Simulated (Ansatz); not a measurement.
`C[B](Br)[SnH3]` + CH₃SH → `CSB(C)Br` + `[SnH4]`  (cleavage of the B–Sn bond)

Gas-phase electronic energies from Ansatz, PBE0-D4/def2-TZVP geometries. CCSD(T)/CBS adds triple-zeta CCSD(T) − MP2 to the extrapolated MP2 energy (def2 sets, frozen cores). This one scheme is used for every species. DFT in def2-TZVPP. B3LYP here is the variant with VWN-RPA as its local correlation; programs differ in this. Elements past krypton have def2 core potentials. For Br, Sn outer-core shells are correlated without core-valence functions, which leaves a few kJ/mol of doubt a bond. Scalar relativity is left out up to krypton. One conformer a species, not always the lowest.

`C[B](Br)[SnH3]`:

Z-matrix (Å, degrees):
```
C
B 1 1.550
H 1 1.096 2 110.1
H 1 1.091 2 115.1 3 124.2
H 1 1.098 2 108.4 3 -113.9
Br 2 1.917 1 119.7 3 -128.5
Sn 2 2.260 1 123.7 3 52.1
H 7 1.709 2 110.7 1 -119.1
H 7 1.708 2 111.0 1 121.5
H 7 1.713 2 111.9 1 1.1
```

CH₃SH:

Z-matrix (Å, degrees):
```
C
S 1 1.806
H 1 1.089 2 111.5
H 1 1.089 2 111.5 3 -123.8
H 1 1.090 2 106.2 3 118.1
H 2 1.342 1 97.1 3 61.9
```

`CSB(C)Br`:

Cartesian coordinates in Å:
```
C 0.989 1.808 -0.836
S 1.188 0.230 0.015
B -0.435 -0.462 0.192
C -0.609 -1.841 0.897
Br -1.998 0.458 -0.472
H 1.986 2.233 -0.946
H 0.367 2.482 -0.249
H 0.543 1.659 -1.817
H -1.269 -1.739 1.764
H -1.099 -2.550 0.222
H 0.336 -2.276 1.230
```

`[SnH4]`:

```xyz
5

Sn    0.000    0.000    0.000
H    -0.118   -1.273    1.126
H    -0.551    1.445    0.716
H    -0.955   -0.359   -1.365
H     1.625    0.187   -0.477
```

```json
{"level": "PBE-D4", "ΔE (kJ/mol)": "-103.4", "difference from CCSD(T)/CBS": "-8.1"}
{"level": "r2SCAN-D4", "ΔE (kJ/mol)": "-108.1", "difference from CCSD(T)/CBS": "-12.8"}
{"level": "PBE0-D4", "ΔE (kJ/mol)": "-103.8", "difference from CCSD(T)/CBS": "-8.5"}
{"level": "B3LYP-D4", "ΔE (kJ/mol)": "-103.0", "difference from CCSD(T)/CBS": "-7.7"}
{"level": "ωB97X-V", "ΔE (kJ/mol)": "-102.7", "difference from CCSD(T)/CBS": "-7.4"}
{"level": "ωB97M-V", "ΔE (kJ/mol)": "-103.8", "difference from CCSD(T)/CBS": "-8.5"}
{"level": "B2PLYP", "ΔE (kJ/mol)": "-101.8", "difference from CCSD(T)/CBS": "-6.5"}
{"level": "PBE", "ΔE (kJ/mol)": "-100.4", "difference from CCSD(T)/CBS": "-5.1"}
{"level": "r2SCAN", "ΔE (kJ/mol)": "-107.3", "difference from CCSD(T)/CBS": "-12.0"}
{"level": "PBE0", "ΔE (kJ/mol)": "-101.5", "difference from CCSD(T)/CBS": "-6.2"}
{"level": "B3LYP", "ΔE (kJ/mol)": "-98.2", "difference from CCSD(T)/CBS": "-2.9"}
{"level": "HF/def2-TZVPP", "ΔE (kJ/mol)": "-97.0", "difference from CCSD(T)/CBS": "-1.7"}
{"level": "MP2/def2-TZVPP", "ΔE (kJ/mol)": "-105.9", "difference from CCSD(T)/CBS": "-10.6"}
{"level": "SCS-MP2/def2-TZVPP", "ΔE (kJ/mol)": "-102.1", "difference from CCSD(T)/CBS": "-6.8"}
{"level": "CCSD/def2-TZVPP", "ΔE (kJ/mol)": "-97.7", "difference from CCSD(T)/CBS": "-2.4"}
{"level": "CCSD(T)/def2-TZVPP", "ΔE (kJ/mol)": "-100.5", "difference from CCSD(T)/CBS": "-5.2"}
{"level": "HF/def2-QZVPP", "ΔE (kJ/mol)": "-96.0", "difference from CCSD(T)/CBS": "-0.7"}
{"level": "MP2/def2-QZVPP", "ΔE (kJ/mol)": "-102.6", "difference from CCSD(T)/CBS": "-7.3"}
{"level": "SCS-MP2/def2-QZVPP", "ΔE (kJ/mol)": "-99.1", "difference from CCSD(T)/CBS": "-3.8"}
{"level": "HF/CBS(def2)", "ΔE (kJ/mol)": "-95.9", "difference from CCSD(T)/CBS": "-0.6"}
{"level": "MP2/CBS(def2)", "ΔE (kJ/mol)": "-100.7", "difference from CCSD(T)/CBS": "-5.4"}
{"level": "CCSD/CBS(def2)", "ΔE (kJ/mol)": "-92.5", "difference from CCSD(T)/CBS": "2.8"}
{"level": "CCSD(T)/CBS", "ΔE (kJ/mol)": "-95.3", "difference from CCSD(T)/CBS": "0"}
```

Largest T1 diagnostic among the species: 0.013.

In def2-TZVPP, CCSD(T) changes the Hartree–Fock value by −3.5 kJ/mol (the triples alone add −2.9 kJ/mol) and MP2 by −8.9 kJ/mol. The D4 term adds −4.8 kJ/mol with B3LYP and −2.4 kJ/mol with PBE0; it sums over pairs of atoms, weighted by their polarisabilities, and B3LYP, whose exchange is more repulsive, gets the larger term.

CCSD(T)/CBS has its own doubt, a few kJ/mol and more with outer-core shells, so smaller differences from it don't rank the levels.
